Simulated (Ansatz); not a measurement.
Two isomers of CH5FGeOSi: A = `[OH][Ge]1([F])[CH2][SiH2]1`, B = `FC1[O][GeH2][SiH2]1`.

Gas-phase electronic energies from Ansatz, PBE0-D4/def2-TZVP geometries. CCSD(T)/CBS adds triple-zeta CCSD(T) − MP2 to the extrapolated MP2 energy (def2 sets, frozen cores). Functionals use def2-TZVPP. B3LYP here is the variant with VWN-RPA as its local correlation; programs differ in this. For Ge outer-core shells are correlated without core-valence functions, which leaves a few kJ/mol of doubt a bond. Scalar relativity is left out up to krypton. Each species was taken in one conformer, which may not be the lowest.

Problem. Which is lower in electronic energy at CCSD(T)/CBS, and by how much? (Best estimate.)

Solution. The calculation gave: A, by 122.7 kJ/mol.

Problem. Give E(B) − E(A) in kJ/mol with PBE0-D4, CCSD(T)/def2-TZVPP, ωB97M-V, PBE-D4, HF/def2-TZVPP, B3LYP, MP2/def2-TZVPP. (Estimate.)

Solution. Computed: PBE0-D4 108.9, CCSD(T)/def2-TZVPP 119.2, ωB97M-V 109.9, PBE-D4 106.2, HF/def2-TZVPP 108.8, B3LYP 109.6, MP2/def2-TZVPP 134.0. None reverses the order clearly.

Largest T1 diagnostic: 0.014.

In def2-TZVPP, CCSD(T) changes the Hartree–Fock value by +10.4 kJ/mol (the triples alone add +0.5 kJ/mol) and MP2 by +25.2 kJ/mol.
